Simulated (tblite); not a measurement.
Species: C₃H₁₄NPSSi₂.
SMILES with atom numbers: `[CH3:1][CH2:2][P@@:3]([CH3:4])(=[S:5])[N:6]([SiH3:7])[SiH3:8]` (hydrogens: H9, H10, H11 on C1; H12, H13 on C2; H14, H15, H16 on C4; H17, H18, H19 on Si7; H20, H21, H22 on Si8)

Structure used (GFN2-xTB), in Å, numbered top down from 1:
```xyz
22
C3H14NPSSi2 angstrom
C     -2.0678   -1.3208    0.3649
C     -1.6264   -0.3071   -0.6788
P     -0.4128    0.8661    0.0711
C      0.0047    2.0219   -1.2972
S     -1.1201    1.7906    1.6194
N      0.9900   -0.0140    0.3630
Si     1.6464    0.1778    1.9915
Si     1.6192   -1.1344   -0.8214
H     -2.4684   -0.8009    1.2353
H     -2.8365   -1.9806   -0.0337
H     -1.2214   -1.9253    0.6889
H     -2.4770    0.3014   -1.0022
H     -1.1891   -0.7956   -1.5521
H      0.3329    1.5055   -2.1955
H     -0.8808    2.6199   -1.5110
H      0.7949    2.6825   -0.9399
H      1.9416    1.5892    2.2046
H      2.8751   -0.6108    1.9372
H      0.7156   -0.3929    2.9575
H      3.0587   -1.1721   -0.6091
H      0.9991   -2.4487   -0.6302
H      1.3117   -0.6323   -2.1632
```

Level: GFN2-xTB in tblite, geometry and Hessian alike; calculated harmonic values, unscaled, isolated species. The method is semi-empirical: single wavenumbers can be off by several per cent or more. Modes of hydrogen on silicon can be 10 to 20 % off. One conformer, not necessarily the lowest.

Harmonic wavenumbers (cm⁻¹): 27.2, 87.1, 93.3, 119.6, 128.3, 142.8, 151.5, 170.4, 186.3, 204.1, 216.7, 248.5, 258.2, 272.4, 359.9, 459.5, 571.3, 578.5, 587.7, 605.9, 636.3, 705.0, 740.0, 747.3, 762.3, 765.5, 779.1, 782.1, 793.4, 821.8, 836.9, 846.3, 915.3, 951.1, 985.7, 1000.8, 1070.8, 1213.1, 1244.7, 1302.3, 1403.9, 1416.7, 1426.7, 1430.5, 1487.5, 1492.7, 2229.5, 2240.1, 2282.6, 2312.5, 2314.2, 2329.3, 2935.3, 2952.0, 2991.6, 2996.1, 3011.0, 3015.1, 3015.8, 3022.3.

A = 1123, B = 911.0, C = 742.3 MHz; mass 183.012 u (most abundant isotopes); point group C1, symmetry number 1.

Q: Zero-point energy?

A: ½Σν̃ = 34837 cm⁻¹ = 416.75 kJ/mol.

Q: What is S at 500 K and 1 bar for an ideal gas of classical rigid rotors and harmonic oscillators?

A: Translation 184.57, rotation 133.75, vibration 311.02: S = 629.4 J/(mol K).

Q: And Cp and H(500 K) − H(0)?

A: Cp = 305.16 J/(mol K), of which vibrations give 271.90 (their classical limit is 60 R = 498.9); H(500 K) − H(0) = 93.60 kJ/mol without the zero-point energy, 76.97 from vibrations.

Q: What must be added to the electronic energy to get the Gibbs energy at 500 K and 1 bar?

A: ZPE + [H(500 K) − H(0)] − T·S = 416.75 + 93.60 − 314.68 = 195.67 kJ/mol.

Q: How do the functions run with temperature in this model?

A: 
| T (K) | S (J/(mol K)) | Cp (J/(mol K)) | H − H(0) (kJ/mol) | G − H(0) (kJ/mol) | ln q(vib) |
| --- | --- | --- | --- | --- | --- |
| 100 | 322.1 | 109.7 | 6.78 | -25.43 | 2.73 |
| 200 | 416.4 | 167.8 | 20.72 | -62.57 | 7.00 |
| 300 | 494.9 | 222.2 | 40.26 | -108.21 | 11.14 |
| 800 | 790.9 | 381.5 | 197.60 | -435.11 | 29.25 |
| 1000 | 879.8 | 415.2 | 277.45 | -602.38 | 35.39 |

q(vib) and H(0) count from the zero-point level.

Hindered rotation and anharmonicity are outside this model. Other conformers, if any are populated, would add a mixing term that is left out. The structure is chiral; the term R ln 2 for an equal mix with its mirror image is left out.
